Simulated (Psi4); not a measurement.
A run for Psi4: SAPT0/jun-cc-pV(D+d)Z on FHN2 (a complex), monomers drawn apart or pushed together.

```
memory 2025 MB

molecule dimer {
0 1
F    -0.39062034   -0.20737798   -0.65063602
H    -0.28308581   -0.17248773    0.27056974
--
0 1
N     0.11474629   -0.04593425    3.67132396
N    -0.01190521   -0.08585923    2.58973221
units angstrom
symmetry c1
no_reorient
no_com
}

set {
  basis jun-cc-pV(D+d)Z
  scf_type df
  freeze_core true
}

energy('sapt0')
```

The log:

```
[...]
==> Input File <==

--------------------------------------------------------------------------
memory 2025 MB

molecule dimer {
0 1
F    -0.39062034   -0.20737798   -0.65063602
H    -0.28308581   -0.17248773    0.27056974
--
0 1
N     0.11474629   -0.04593425    3.67132396
N    -0.01190521   -0.08585923    2.58973221
units angstrom
symmetry c1
no_reorient
no_com
}

set {
  basis jun-cc-pV(D+d)Z
  scf_type df
  freeze_core true
}

energy('sapt0')
--------------------------------------------------------------------------


   => Loading Basis Set <=

    Name: JUN-CC-PV(D+D)Z
    Role: ORBITAL
    Keyword: BASIS
    atoms 1   entry F          line   290 file jun-cc-pv_dpd_z.gbs
    atoms 2   entry H          line    60 file jun-cc-pv_dpd_z.gbs
    atoms 3-4 entry N          line   222 file jun-cc-pv_dpd_z.gbs

   => Loading Basis Set <=

    Name: JUN-CC-PV(D+D)Z
    Role: ORBITAL
    Keyword: BASIS
    atoms 1   entry F          line   290 file jun-cc-pv_dpd_z.gbs
    atoms 2   entry H          line    60 file jun-cc-pv_dpd_z.gbs
    atoms 3-4 entry N          line   222 file jun-cc-pv_dpd_z.gbs


  //>>>>>>>>>>>>>>>>>>>>>>>>>>>>>>>>>>>//
  //              Dimer HF             //
  //<<<<<<<<<<<<<<<<<<<<<<<<<<<<<<<<<<<//

   => Libint2 <=

    Primary   basis highest AM E, G, H:  7, 6, 3
    Auxiliary basis highest AM E, G, H:  7, 7, 4
    Onebody   basis highest AM E, G, H:  -, -, -
    Solid Harmonics ordering:            Gaussian


   => Loading Basis Set <=

    Name: JUN-CC-PV(D+D)Z
    Role: ORBITAL
    Keyword: BASIS
    atoms 1   entry F          line   290 file jun-cc-pv_dpd_z.gbs
    atoms 2   entry H          line    60 file jun-cc-pv_dpd_z.gbs
    atoms 3-4 entry N          line   222 file jun-cc-pv_dpd_z.gbs


         ---------------------------------------------------------
                                   SCF
               by Justin Turney, Rob Parrish, Andy Simmonett
                          and Daniel G. A. Smith
                              RHF Reference
                        1 Threads,   1931 MiB Core
         ---------------------------------------------------------

  ==> Geometry <==

    Molecular point group: c1
    Full point group: C1

    Geometry (in Angstrom), charge = 0, multiplicity = 1:

       Center              X                  Y                   Z               Mass
    ------------   -----------------  -----------------  -----------------  -----------------
         F           -0.390620340000    -0.207377980000    -0.650636020000    18.998403162730
         H           -0.283085810000    -0.172487730000     0.270569740000     1.007825032230
         N            0.114746290000    -0.045934250000     3.671323960000    14.003074004430
         N           -0.011905210000    -0.085859230000     2.589732210000    14.003074004430

  Running in c1 symmetry.

  Rotational constants: A =      4.49042  B =      0.05790  C =      0.05716 [cm^-1]
  Rotational constants: A = 134619.36383  B =   1735.71540  C =   1713.62085 [MHz]
  Nuclear repulsion =   49.460826745608713

  Charge       = 0
  Multiplicity = 1
  Electrons    = 24
  Nalpha       = 12
  Nbeta        = 12

  ==> Algorithm <==

  SCF Algorithm Type is DF.
  DIIS enabled.
  MOM disabled.
  Fractional occupation disabled.
  Guess Type is SAD.
  Energy threshold   = 1.00e-08
  Density threshold  = 1.00e-08
  Integral threshold = 1.00e-12

  ==> Primary Basis <==

  Basis Set: JUN-CC-PV(D+D)Z
    Blend: JUN-CC-PV(D+D)Z
    Number of shells: 27
    Number of basis functions: 59
    Number of Cartesian functions: 62
    Spherical Harmonics?: true
    Max angular momentum: 2

   => Loading Basis Set <=

    Name: (JUN-CC-PV(D+D)Z AUX)
    Role: JKFIT
    Keyword: DF_BASIS_SCF
    atoms 1   entry F          line   314 file jun-cc-pvdz-jkfit.gbs
    atoms 2   entry H          line    70 file jun-cc-pvdz-jkfit.gbs
    atoms 3-4 entry N          line   202 file jun-cc-pvdz-jkfit.gbs

  ==> Integral Setup <==

  DFHelper Memory: AOs need 0.007 GiB; user supplied 1.414 GiB.
  SCF_SUBTYPE=INCORE selected. In-core MEM_DF algorithm will be used.
  Using in-core AOs.

  ==> MemDFJK: Density-Fitted J/K Matrices <==

    J tasked:                   Yes
    K tasked:                   Yes
    wK tasked:                   No
    OpenMP threads:               1
    Algorithm:                 Core
    Schwarz Cutoff:           1E-12
    Mask sparsity (%):       5.7455
    Fitting Condition:        1E-10

   => Auxiliary Basis Set <=

  Basis Set: (JUN-CC-PV(D+D)Z AUX)
    Blend: JUN-CC-PVDZ-JKFIT
    Number of shells: 90
    Number of basis functions: 260
    Number of Cartesian functions: 298
    Spherical Harmonics?: true
    Max angular momentum: 3

  Minimum eigenvalue in the overlap matrix is 3.0257978640E-04.
  Reciprocal condition number of the overlap matrix is 6.6905768960E-05.
    Using symmetric orthogonalization.

  ==> Pre-Iterations <==

  SCF Guess: Superposition of Atomic Densities via on-the-fly atomic UHF (no
[...]

      44A      2.296140    45A      2.952943    46A      2.999097
      47A      3.019344    48A      3.019344    49A      3.406033
      50A      3.955581    51A      5.743098    52A      5.743098
      53A      6.028107    54A      6.028107    55A      6.710222
      56A      7.089932    57A      7.089932    58A      7.999628
      59A     42.875117

    Final Occupation by Irrep:
              A
    DOCC [     7 ]
    NA   [     7 ]
    NB   [     7 ]

  @DF-RHF Final Energy:  -108.95953254589159

   => Energetics <=

    Nuclear Repulsion Energy =             23.7949565811219195
    One-Electron Energy =                -194.4514686257022902
    Two-Electron Energy =                  61.6969794986887905
    Total Energy =                       -108.9595325458915909

Computation Completed


Properties will be evaluated at   0.000000,   0.000000,   0.000000 [a0]

Properties computed using the SCF density matrix


 Multipole Moments:

 ------------------------------------------------------------------------------------
     Multipole            Electronic (a.u.)      Nuclear  (a.u.)        Total (a.u.)
 ------------------------------------------------------------------------------------

 L = 1.  Multiply by 2.5417464519 to convert [e a0] to [Debye]
 Dipole X            :         -1.3603547            1.3603903            0.0000357
 Dipole Y            :          1.7433868           -1.7433751            0.0000117
 Dipole Z            :        -82.8214640           82.8217699            0.0003060
 Magnitude           :                                                    0.0003083

 ------------------------------------------------------------------------------------

  Constructing Basis Sets for SAPT...

   => Loading Basis Set <=

    Name: (JUN-CC-PV(D+D)Z AUX)
    Role: RIFIT
    Keyword: DF_BASIS_SAPT
    atoms 1   entry F          line   232 file jun-cc-pvdz-ri.gbs
    atoms 2   entry H          line    30 file jun-cc-pvdz-ri.gbs
    atoms 3-4 entry N          line   144 file jun-cc-pvdz-ri.gbs

   => Loading Basis Set <=

    Name: (JUN-CC-PV(D+D)Z AUX)
    Role: JKFIT
    Keyword: DF_BASIS_ELST
    atoms 1   entry F          line   314 file jun-cc-pvdz-jkfit.gbs
    atoms 2   entry H          line    70 file jun-cc-pvdz-jkfit.gbs
    atoms 3-4 entry N          line   202 file jun-cc-pvdz-jkfit.gbs


  //>>>>>>>>>>>>>>>>>>>>>>>>>>>>>>>>>>>//
  //               SAPT0               //
  //<<<<<<<<<<<<<<<<<<<<<<<<<<<<<<<<<<<//



        SAPT0
    Ed Hohenstein
     6 June 2009

      Orbital Information
  --------------------------
    NSO        =        59
    NMO        =        59
    NRI        =       209
    NRI (Elst) =       260
    NOCC A     =         5
    NOCC B     =         7
    FOCC A     =         1
    FOCC B     =         2
    NVIR A     =        54
    NVIR B     =        52

    Elst10,r            =    -0.002899966214 [Eh]
    Exch10              =     0.001970708242 [Eh]
    Exch10 (S^2)        =     0.001967672918 [Eh]

    Maxiter = 50
    CPHF R converge = 1.000000E-08

    Iter     Energy [mEh]          dE [mEh]         Residual      Time [s]
       1      -0.08529052       0.085290518     1.142905e-03             0
       2      -0.09658985       0.011299332     3.538324e-04             0
       3      -0.09748725       0.000897398     8.332842e-05             0
       4      -0.09720431      -0.000282938     2.008573e-05             0
       5      -0.09721301       0.000008698     3.076223e-06             0
       6      -0.09722009       0.000007083     3.760206e-07             0
       7      -0.09721925      -0.000000840     3.630158e-08             0
       8      -0.09721931       0.000000055     4.338443e-09             0

    CHF Iterations converged

    Maxiter = 50
    CPHF R converge = 1.000000E-08

    Iter     Energy [mEh]          dE [mEh]         Residual      Time [s]
       1      -0.99990000       0.999900005     1.314864e-02             0
       2      -0.97512274      -0.024777268     3.356045e-03             0
       3      -1.12932389       0.154201148     4.306234e-04             0
       4      -1.12620716      -0.003116724     8.977249e-05             0
       5      -1.12560562      -0.000601544     1.736150e-05             0
       6      -1.12573241       0.000126790     3.669817e-06             0
       7      -1.12572273      -0.000009674     6.097502e-07             0
       8      -1.12572171      -0.000001020     6.797236e-08             0
       9      -1.12572201       0.000000298     8.847717e-09             0

    CHF Iterations converged

    Ind20,r (A<-B)      =    -0.000097219307 [Eh]
    Ind20,r (B<-A)      =    -0.001125722012 [Eh]
    Ind20,r             =    -0.001222941319 [Eh]
    Exch-Ind20,r (A<-B) =     0.000082203575 [Eh]
    Exch-Ind20,r (B<-A) =     0.000244720415 [Eh]
    Exch-Ind20,r        =     0.000326923991 [Eh]
    Disp20              =    -0.000949224768 [Eh]
    Disp20 (SS)         =    -0.000474612384 [Eh]
    Disp20 (OS)         =    -0.000474612384 [Eh]
    Exch-Disp20         =     0.000076198576 [Eh]
    Exch-Disp20 (SS)    =     0.000043129237 [Eh]
    Exch-Disp20 (OS)    =     0.000033069339 [Eh]

    SAPT Results
  --------------------------------------------------------------------------------------------------------
    Electrostatics                 -2.89996621 [mEh]      -1.81975627 [kcal/mol]      -7.61386025 [kJ/mol]
      Elst10,r                     -2.89996621 [mEh]      -1.81975627 [kcal/mol]      -7.61386025 [kJ/mol]

    Exchange                        1.97070824 [mEh]       1.23663809 [kcal/mol]       5.17409378 [kJ/mol]
      Exch10                        1.97070824 [mEh]       1.23663809 [kcal/mol]       5.17409378 [kJ/mol]
      Exch10(S^2)                   1.96767292 [mEh]       1.23473340 [kcal/mol]       5.16612453 [kJ/mol]

    Induction                      -1.14663868 [mEh]      -0.71952664 [kcal/mol]      -3.01049944 [kJ/mol]
      Ind20,r                      -1.22294132 [mEh]      -0.76740726 [kcal/mol]      -3.21083199 [kJ/mol]
      Exch-Ind20,r                  0.32692399 [mEh]       0.20514790 [kcal/mol]       0.85833882 [kJ/mol]
      delta HF,r (2)               -0.25062135 [mEh]      -0.15726727 [kcal/mol]      -0.65800627 [kJ/mol]

    Dispersion                     -0.87302619 [mEh]      -0.54783221 [kcal/mol]      -2.29212995 [kJ/mol]
      Disp20                       -0.94922477 [mEh]      -0.59564753 [kcal/mol]      -2.49218929 [kJ/mol]
      Exch-Disp20                   0.07619858 [mEh]       0.04781533 [kcal/mol]       0.20005933 [kJ/mol]
      Disp20 (SS)                  -0.47461238 [mEh]      -0.29782377 [kcal/mol]      -1.24609464 [kJ/mol]
      Disp20 (OS)                  -0.47461238 [mEh]      -0.29782377 [kcal/mol]      -1.24609464 [kJ/mol]
      Exch-Disp20 (SS)              0.04312924 [mEh]       0.02706400 [kcal/mol]       0.11323580 [kJ/mol]
      Exch-Disp20 (OS)              0.03306934 [mEh]       0.02075132 [kcal/mol]       0.08682354 [kJ/mol]

  Total HF                         -2.07589665 [mEh]      -1.30264482 [kcal/mol]      -5.45026591 [kJ/mol]
  Total SAPT0                      -2.94892285 [mEh]      -1.85047702 [kcal/mol]      -7.74239586 [kJ/mol]

  Special recipe for scaled SAPT0 (see Manual):
    Electrostatics sSAPT0          -2.89996621 [mEh]      -1.81975627 [kcal/mol]      -7.61386025 [kJ/mol]
    Exchange sSAPT0                 1.97070824 [mEh]       1.23663809 [kcal/mol]       5.17409378 [kJ/mol]
    Induction sSAPT0               -1.14512341 [mEh]      -0.71857579 [kcal/mol]      -3.00652110 [kJ/mol]
    Dispersion sSAPT0              -0.87267302 [mEh]      -0.54761059 [kcal/mol]      -2.29120269 [kJ/mol]
  Total sSAPT0                     -2.94705440 [mEh]      -1.84930456 [kcal/mol]      -7.73749026 [kJ/mol]
  --------------------------------------------------------------------------------------------------------



*** Psi4 exiting successfully. Buy a developer a beer!
```

The run finished.

Cost: very roughly 5 core-seconds.
